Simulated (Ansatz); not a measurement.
Harmonic vibrations of ZrIF3 by finite differences.

```yaml
crystal:
  periodic: [false, false, false]
  atoms:
    - {symbol: Zr, position_ang: [-0.000439, 0.001212, -0.157714]}
    - {symbol: I, position_ang: [0.007407, -0.019633, 2.555567]}
    - {symbol: F, position_ang: [1.771837, 0.010602, -0.804443]}
    - {symbol: F, position_ang: [-0.893239, 1.540332, -0.784882]}
    - {symbol: F, position_ang: [-0.885565, -1.532513, -0.808528]}
basis:
  gaussian: {orbitals: def2-SVP}
hamiltonian: {xc: pbe0, dispersion: d4}
scf: {omitted_lower_state_checks: [starts]}
phonons: {temperatures: {t_min: 298.15, t_max: 900, t_step: 200}}
```

```sh
$ ansatz run in.yaml --threads 4 --pin off --events-out ev --progress --plain --max-ram 3916MiB
```

Shortened log:

```
Functional definition: PBE0
  name "PBE0"
  cite "Adamo & Barone, J. Chem. Phys. 110, 6158 (1999) doi:10.1063/1.478522"
  cite "Perdew, Burke & Ernzerhof, Phys. Rev. Lett. 77, 3865 (1996) doi:10.1103/PhysRevLett.77.3865"
  parent pbe
  parameter a = 0.25
  parameter kappa = 0.804
  parameter beta = 0.06672455060314922
  exchange = (1 - a)*pbe_x(kappa = kappa, mu = beta*pi^2/3) + a*exact_x
  correlation = pbe_c(beta = beta)
these checks for a lower state are left out or cut short: starts
mean field -17526.55817216 eV, -644.0891328989 hartree, gradient 4.7e-5 eV, S^2 0.000000; 0 other end points of the search recorded, 0 dependent functions left out
the calculation of the forces begins
these checks for a lower state are left out or cut short: stability, starts, cluster_reference, orbital_swaps, neighbouring_geometries, increment
mean field -17526.55804062 eV, -644.0891280650 hartree, gradient 1.6e-6 eV, S^2 0.000000; 0 other end points of the search recorded, 0 dependent functions left out
the calculation of the forces begins
these checks for a lower state are left out or cut short: stability, starts, cluster_reference, orbital_swaps, neighbouring_geometries, increment
mean field -17526.55804139 eV, -644.0891280934 hartree, gradient 1.5e-6 eV, S^2 0.000000; 0 other end points of the search recorded, 0 dependent functions left out
the calculation of the forces begins
these checks for a lower state are left out or cut short: stability, starts, cluster_reference, orbital_swaps, neighbouring_geometries, increment
mean field -17526.55804087 eV, -644.0891280744 hartree, gradient 1.5e-6 eV, S^2 0.000000; 0 other end points of the search recorded, 0 dependent functions left out
the calculation of the forces begins
these checks for a lower state are left out or cut short: stability, starts, cluster_reference, orbital_swaps, neighbouring_geometries, increment
mean field -17526.55804112 eV, -644.0891280836 hartree, gradient 1.5e-6 eV, S^2 0.000000; 0 other end points of the search recorded, 0 dependent functions left out
the calculation of the forces begins
these checks for a lower state are left out or cut short: stability, starts, cluster_reference, orbital_swaps, neighbouring_geometries, increment
mean field -17526.55810994 eV, -644.0891306123 hartree, gradient 1.8e-6 eV, S^2 0.000000; 0 other end points of the search recorded, 0 dependent functions left out
the calculation of the forces begins
these checks for a lower state are left out or cut short: stability, starts, cluster_reference, orbital_swaps, neighbouring_geometries, increment
mean field -17526.55807357 eV, -644.0891292761 hartree, gradient 1.8e-6 eV, S^2 0.000000; 0 other end points of the search recorded, 0 dependent functions left out
the calculation of the forces begins
these checks for a lower state are left out or cut short: stability, starts, cluster_reference, orbital_swaps, neighbouring_geometries, increment
mean field -17526.55817097 eV, -644.0891328554 hartree, gradient 2.8e-6 eV, S^2 0.000000; 0 other end points of the search recorded, 0 dependent functions left out
the calculation of the forces begins
these checks for a lower state are left out or cut short: stability, starts, cluster_reference, orbital_swaps, neighbouring_geometries, increment
mean field -17526.55817065 eV, -644.0891328437 hartree, gradient 2.8e-6 eV, S^2 0.000000; 0 other end points of the search recorded, 0 dependent functions left out
the calculation of the forces begins
these checks for a lower state are left out or cut short: stability, starts, cluster_reference, orbital_swaps, neighbouring_geometries, increment
mean field -17526.55817043 eV, -644.0891328353 hartree, gradient 2.8e-6 eV, S^2 0.000000; 0 other end points of the search recorded, 0 dependent functions left out
the calculation of the forces begins
[...]
the calculation of the forces begins
these checks for a lower state are left out or cut short: stability, starts, cluster_reference, orbital_swaps, neighbouring_geometries, increment
mean field -17526.55813764 eV, -644.0891316306 hartree, gradient 1.5e-6 eV, S^2 0.000000; 0 other end points of the search recorded, 0 dependent functions left out
the calculation of the forces begins
these checks for a lower state are left out or cut short: stability, starts, cluster_reference, orbital_swaps, neighbouring_geometries, increment
mean field -17526.55818115 eV, -644.0891332295 hartree, gradient 1.6e-6 eV, S^2 0.000000; 0 other end points of the search recorded, 0 dependent functions left out
the calculation of the forces begins
these checks for a lower state are left out or cut short: stability, starts, cluster_reference, orbital_swaps, neighbouring_geometries, increment
mean field -17526.55813286 eV, -644.0891314550 hartree, gradient 1.7e-6 eV, S^2 0.000000; 0 other end points of the search recorded, 0 dependent functions left out
the calculation of the forces begins
these checks for a lower state are left out or cut short: stability, starts, cluster_reference, orbital_swaps, neighbouring_geometries, increment
mean field -17526.55816740 eV, -644.0891327240 hartree, gradient 1.6e-6 eV, S^2 0.000000; 0 other end points of the search recorded, 0 dependent functions left out
the calculation of the forces begins
these checks for a lower state are left out or cut short: stability, starts, cluster_reference, orbital_swaps, neighbouring_geometries, increment
mean field -17526.55808207 eV, -644.0891295884 hartree, gradient 2.6e-6 eV, S^2 0.000000; 0 other end points of the search recorded, 0 dependent functions left out
the calculation of the forces begins
these checks for a lower state are left out or cut short: stability, starts, cluster_reference, orbital_swaps, neighbouring_geometries, increment
mean field -17526.55814187 eV, -644.0891317859 hartree, gradient 1.2e-6 eV, S^2 0.000000; 0 other end points of the search recorded, 0 dependent functions left out
the calculation of the forces begins
these checks for a lower state are left out or cut short: stability, starts, cluster_reference, orbital_swaps, neighbouring_geometries, increment
mean field -17526.55813647 eV, -644.0891315874 hartree, gradient 1.5e-6 eV, S^2 0.000000; 0 other end points of the search recorded, 0 dependent functions left out
the calculation of the forces begins
these checks for a lower state are left out or cut short: stability, starts, cluster_reference, orbital_swaps, neighbouring_geometries, increment
mean field -17526.55818085 eV, -644.0891332183 hartree, gradient 1.6e-6 eV, S^2 0.000000; 0 other end points of the search recorded, 0 dependent functions left out
the calculation of the forces begins
Total energy: -17526.66921127 eV, -644.0932135112 hartree
Atom 0 at    -0.000439     0.001212    -0.157714 Å, force    -0.000046    -0.000028     0.004542 eV/Å
Atom 1 at     0.007407    -0.019633     2.555567 Å, force     0.000001     0.000017    -0.002983 eV/Å
Atom 2 at     1.771837     0.010602    -0.804443 Å, force     0.003328     0.000023    -0.000532 eV/Å
Atom 3 at    -0.893239     1.540332    -0.784882 Å, force    -0.001639     0.002817    -0.000497 eV/Å
Atom 4 at    -0.885565    -1.532513    -0.808528 Å, force    -0.001645    -0.002829    -0.000531 eV/Å
Dipole moment:    -0.000002     0.000089    -0.011419 e Å
Vibrations: 106.76 106.78 141.09 161.22 161.30 259.77 695.47 714.60 714.61 cm⁻¹, zero-point energy 0.189794 eV
Checks for a lower state left out: starts
```

Hardware: 4 threads of Arm Neoverse V2 on a shared host. Wall time 39 s.

In the def2 sets I, Zr take a core potential; there is no spin–orbit coupling.
